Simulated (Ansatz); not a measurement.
Input and output for AlH₆NO₃ (`[NH3+][Al-]([OH])([OH])[OH]`).

```yaml
crystal:
  periodic: [false, false, false]
  atoms:
    - {symbol: N, position_ang: [-1.254163, 0.531683, 0.653029]}
    - {symbol: Al, position_ang: [0.387267, -0.204510, -0.269894]}
    - {symbol: O, position_ang: [1.547024, 0.019905, 1.102123]}
    - {symbol: O, position_ang: [0.526940, 0.871481, -1.596480]}
    - {symbol: O, position_ang: [-0.068245, -1.832502, -0.482811]}
    - {symbol: H, position_ang: [-1.010557, 0.940292, 1.506123]}
    - {symbol: H, position_ang: [-1.899900, -0.201310, 0.755139]}
    - {symbol: H, position_ang: [-1.683341, 1.223717, 0.040339]}
    - {symbol: H, position_ang: [2.047172, -0.667010, 1.424286]}
    - {symbol: H, position_ang: [1.413651, 1.399513, -1.756681]}
    - {symbol: H, position_ang: [-0.011904, -2.221581, -1.356847]}
basis:
  gaussian: {orbitals: cc-pVTZ}
hamiltonian: {xc: {name: RPBE}}
```

```sh
$ ansatz run in.yaml --threads 4 --pin off --events-out ev --progress --plain --max-ram 10444MiB
```

Shortened log:

```
Functional definition: RPBE
1309 factors; their error is unknown
mean field evaluation 1: about -14308.7458 eV, gradient 1.2e2 eV
mean field evaluation 2: about -14185.7344 eV, gradient 2.5e2 eV
mean field evaluation 4: about -14332.2572 eV, gradient 2.6e1 eV
mean field evaluation 8: about -14333.3726 eV, gradient 1.1e-1 eV
mean field evaluation 16: about -14333.3453 eV, gradient 1.6e-4 eV
mean field -14333.34528720 eV, -526.7407238142 hartree, gradient 3.6e-5 eV, S^2 0.000000; 0 other end points of the search recorded, 0 dependent functions left out
reference -14333.34533710 eV, -526.7407256481 hartree; 25, 25 occupied and 213, 213 virtual orbitals, 1309 factors
Total energy: -14333.34533710 eV, -526.7407256481 hartree
```

Run time 1.4 s (4 threads of an Arm Neoverse V2 on a shared host); peak host memory 0.28 GiB.
